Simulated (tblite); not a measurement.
CaF₂, singlet, geometry from GFN2-xTB (such geometries of metal compounds can be far from the true shape); GFN1-xTB in tblite 0.6.0.

The tblite input:
```
$ tblite run mol.xyz --method gfn1 --charge 0 --spin 0 --etemp 2000 --json tblite.json --no-restart

# file mol.xyz
3

Ca     0.48463727    -0.07969732    -0.18176975
F     -0.72534756     1.23563849    -0.79918929
F     -0.35162414    -1.05853334     1.20312207
```

The log (banner, timings and long lists left out):

```
xTB calculator
 | screened Coulomb repulsion
 | Coulomb electrostatics
 |  * isotropic Klopman-Ohno-Mataga-Nishimoto electrostatics
 |  * onsite third-order electrostatics
 | DFT-D3(BJ) dispersion correction

halogen bonding energy    0.0000000000000E+00 Eh
repulsion energy          1.2503829337749E-02 Eh
dispersion energy        -3.1214269582910E-04 Eh
number of electrons       1.6000000000000E+01 e
integral cutoff           4.0000000000000E+01 bohr

------------------------------------------------------------
  cycle        total energy    energy error   density error
------------------------------------------------------------
      1     -10.73423239305  -1.0746424E+01   9.0706019E-01
      2     -10.95720835052  -2.2297596E-01   4.8726792E-01
      3     -10.77270310216   1.8450525E-01   4.1655186E-01
      4     -10.59149027124   1.8121283E-01   1.0505351E+00
      5     -10.84416232849  -2.5267206E-01   4.0117839E-01
      6     -10.99282514944  -1.4866282E-01   4.4189180E-02
      7     -10.97609228338   1.6732866E-02   1.2547375E-01
      8     -10.99184685536  -1.5754572E-02   3.7603640E-02
      9     -10.99312295879  -1.2761034E-03   8.1296598E-03
     10     -10.99310982718   1.3131602E-05   8.9515820E-03
     11     -10.99320097046  -9.1143277E-05   1.2051597E-03
     12     -10.99320266371  -1.6932474E-06   8.4056150E-06
     13     -10.99320266377  -6.2851058E-11   1.2942952E-06
------------------------------------------------------------

electronic energy        -1.1005394350413E+01 Eh
total energy             -1.0993202663771E+01 Eh

Post processing:
 | Mayer-Wiberg bond orders

[Info] JSON dump of results written to 'tblite.json'
```
